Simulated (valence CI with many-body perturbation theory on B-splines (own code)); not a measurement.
W LII: one-electron terms

Method: valence CI with perturbative core correlation (CI+MBPT): five valence electrons over a frozen Dirac-Fock core [Ar], radial functions for each j: 7 s, 7 p, 8 d, 6 f, 4 g, 1 h, with the one-electron correlation potential Σ1, the two-electron term Σ2, the three-electron term Σ3, Breit, model QED; selected CI, second order for the rest (own B-spline code, finite nucleus).

The last digits are not significant, and no measured levels were compared; by estimate large intervals hold to a few tenths of a per cent, small ones and those within an open d or f shell to about a per cent. Among the levels kept, up to 250 cm⁻¹ of a level comes from second order outside the variational space, and about a tenth of that is noise between levels of different J, which matters for small intervals. The list stops below the first excitations out of the core. Only levels of the ground parity were solved; by the run's estimate the other parity begins above the list, which can be wrong where configurations are misplaced.

These are the spectroscopic orbitals of the CI (the correlating ones are not listed), shaped by the core and the other valence electrons. h is the expectation value of the core's Dirac-Fock operator, without the valence repulsion; Σ1 is computed up to l = 3 at one energy for each symmetry, that of its lowest orbital but kept below the first core excitation, so for empty shells it is not the orbital's own correlation shift; Breit and QED include the response of the core.

```csv
Orbital,h (hartree),Σ1 (cm⁻¹),Breit (cm⁻¹),QED (cm⁻¹),⟨r⟩ (bohr)
4s1/2,-117.82,-8123,15257,11790,0.3728
5s1/2,-72.448,-3137,7402,5846,0.6060
6s1/2,-49.039,-1578,4057,3273,0.8984
4p1/2,-114.67,-10827,24280,490,0.3666
5p1/2,-70.881,-3947,12037,258,0.6033
6p1/2,-48.152,-1946,6675,148,0.8994
4p3/2,-109.85,-9904,13979,1512,0.3842
5p3/2,-68.53,-3795,7020,774,0.6250
6p3/2,-46.831,-1906,4297,441,0.9254
3d3/2,-196.26,-21736,31668,-2202,0.1672
4d3/2,-105.56,-10829,11854,-621,0.3617
5d3/2,-66.445,-4186,5778,-281,0.6108
3d5/2,-193.35,-19513,16908,-621,0.1710
4d5/2,-104.46,-10240,6343,-67.4,0.3664
5d5/2,-65.894,-3910,3067,-10.4,0.6165
4f5/2,-100.57,-27120,1859,-456,0.3259
5f5/2,-64.092,-10708,820,-216,0.5817
4f7/2,-100.16,-21228,96.1,-220,0.3280
5f7/2,-63.873,-8377,107,-95.0,0.5842
5g7/2,-62.792,,160,-63.4,0.5224
5g9/2,-62.688,,-36.5,-4.3,0.5238
```

Among the shells of the start configuration 3d5, Σ1 is largest in size for 3d3/2, where it is 0.050 % of h.

Lowest root of each symmetry, sizes in configuration state functions:

| J | Parity | Roots | Reference | Variational | Second order | Change by selected CI (cm⁻¹) | Change by second order (cm⁻¹) |
| --- | --- | --- | --- | --- | --- | --- | --- |
| 1/2 | even | 4 | 39 | 17665 | 1874 | -22688 | -2 |
| 3/2 | even | 7 | 67 | 24993 | 177359 | -21139 | -41 |
| 5/2 | even | 10 | 81 | 26581 | 167760 | -21135 | -108 |
| 7/2 | even | 7 | 72 | 24086 | 115322 | -20328 | -239 |
| 9/2 | even | 5 | 56 | 24013 | 20010 | -21104 | -212 |
| 11/2 | even | 3 | 35 | 24494 | 11760 | -20186 | -44 |
| 13/2 | even | 1 | 18 | 19629 | 6569 | -19258 | -7 |
